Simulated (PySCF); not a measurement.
Correlation energy of Ge⁺ (germanium, charge +1)

[Ar] 3d10 4s2 4p1, 2P determinant. All numbers are calculated (PySCF 2.14, the spin-free X2C one-electron Hamiltonian (Gaussian nucleus), in jorge-DZP-DKH). Frozen: [Ar] 3d10; 3 electrons correlated.

MP2 pair energies summed by pair of shells (mhartree):

```
 pair  energy  share (%)
4s-4s  -17.71       74.5
4s-4p   -6.08       25.5
```

Total MP2 correlation energy: -23.78 mhartree.

Same-spin part -1.05 and opposite-spin part -22.73 mhartree; SCS-MP2 scales them by 1/3 and 6/5 to -27.63 mhartree.

```tsv
level	correlation energy (mhartree)
CCSD	-34.41
(T)	-0.15
CCSD(T)	-34.56
```

Diagnostics: T1 = 0.0048, D1 = 0.0092, largest double amplitude 0.101.

Q: Is a single reference adequate?

A: Mostly. T1 lies below 0.03, but a double amplitude of this size points to a near-degeneracy that CCSD handles and MP2 describes poorly.
